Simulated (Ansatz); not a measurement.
H4N2S2W (`[NH2][W]([NH2])(=[S])=[S]`), 9 atoms. Total charge 0; spin multiplicity 1. Correlated methods include outer-core shells of W, which these sets cover unevenly. W: def2 effective core potential. All runs use 4 threads of an Arm Neoverse V2 on a shared host. Correlated methods freeze the cores.

(1) Give the basis size and wall time and peak host memory of each of these runs in Ansatz. RKS B3LYP-D4/def2-TZVPP energy and forces; RHF-CCSD(T)/def2-SVP energy; RKS ωB97M-V/def2-SVP energy; RHF-MP2/def2-QZVPP energy; RKS PBE0-D4/def2-QZVPP energy; RKS ωB97M-V/def2-TZVPP energy and forces; RHF-CCSD(T)/def2-TZVPP energy; direct RPA on PBE orbitals/def2-TZVPP energy; RKS PBE0-D4/def2-TZVP frequencies; RKS PBE0-D4/def2-SVP energy; RKS ωB97M-V/def2-QZVPP energy; RKS PBE0-D4/def2-TZVP relaxation (8 steps). (Estimate.)

Answers

(1) Computed: Other jobs shared the machine, so times are rough.

```json
{"level": "RKS PBE0-D4/def2-SVP", "job": "energy", "functions": "116", "wall time": "1.4 s", "peak host memory (GiB)": "0.26"}
{"level": "RKS B3LYP-D4/def2-TZVPP", "job": "energy and forces", "functions": "258", "wall time": "5 s", "peak host memory (GiB)": "0.83"}
{"level": "direct RPA on PBE orbitals/def2-TZVPP", "job": "energy", "functions": "258", "wall time": "6 s", "peak host memory (GiB)": "0.7"}
{"level": "RKS ωB97M-V/def2-SVP", "job": "energy", "functions": "116", "wall time": "6.5 s", "peak host memory (GiB)": "0.42"}
{"level": "RKS PBE0-D4/def2-QZVPP", "job": "energy", "functions": "455", "wall time": "8.5 s", "peak host memory (GiB)": "1.9"}
{"level": "RHF-CCSD(T)/def2-SVP", "job": "energy", "functions": "116", "wall time": "10 s", "peak host memory (GiB)": "0.68"}
{"level": "RKS ωB97M-V/def2-TZVPP", "job": "energy and forces", "functions": "258", "wall time": "13 s", "peak host memory (GiB)": "1.1"}
{"level": "RHF-MP2/def2-QZVPP", "job": "energy", "functions": "455", "wall time": "18 s", "peak host memory (GiB)": "2.6"}
{"level": "RKS ωB97M-V/def2-QZVPP", "job": "energy", "functions": "455", "wall time": "20 s", "peak host memory (GiB)": "2.2"}
{"level": "RKS PBE0-D4/def2-TZVP", "job": "relaxation (8 steps)", "functions": "200", "wall time": "29 s", "peak host memory (GiB)": "0.6"}
{"level": "RKS PBE0-D4/def2-TZVP", "job": "frequencies", "functions": "200", "wall time": "2.2 min", "peak host memory (GiB)": "0.6"}
{"level": "RHF-CCSD(T)/def2-TZVPP", "job": "energy", "functions": "258", "wall time": "4.3 min", "peak host memory (GiB)": "6.5"}
```

B3LYP here is the variant with VWN-RPA as its local correlation; programs differ in this.
